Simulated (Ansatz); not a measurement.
Consider the ligand exchange at a Ge–Br bond: `[Cl][GeH2][Br]` + `F[Si](F)(S)Cl` → `F[Si](F)(Cl)[S][GeH2][Cl]` + HBr.

Computed with Ansatz on PBE0-D4/def2-TZVP structures; ΔE is electronic, products minus reactants. CCSD(T)/CBS is the MP2 limit (def2-TZVPP, def2-QZVPP) plus CCSD(T) − MP2 in def2-TZVPP, frozen cores. Functionals use def2-TZVPP. For Br, Ge outer-core shells are correlated without core-valence functions, which leaves a few kJ/mol of doubt a bond. Scalar relativity is left out up to krypton. One conformer a species, not always the lowest.

```csv
level,ΔE (kcal/mol)
ωB97X-V,6.5
ωB97M-V,6.3
CCSD(T)/def2-TZVPP,6.0
MP2/def2-QZVPP,5.6
```

**Question.** What does CCSD(T)/CBS give? (Estimate.)

**Answer.** Computed: +5.9 kcal/mol. The listed levels differ from it by 0.6, 0.4, 0.1, -0.3 kcal/mol.

Largest T1 diagnostic among the species: 0.011.

The D4 term adds −3.3 kcal/mol with B3LYP and −1.9 kcal/mol with PBE0; it sums over pairs of atoms, weighted by their polarisabilities, and B3LYP, whose exchange is more repulsive, gets the larger term. In def2-TZVPP, CCSD(T) changes the Hartree–Fock value by −4.9 kcal/mol (the triples alone add −0.8 kcal/mol) and MP2 by −5.2 kcal/mol.

B3LYP here is the variant with VWN-RPA as its local correlation; programs differ in this.
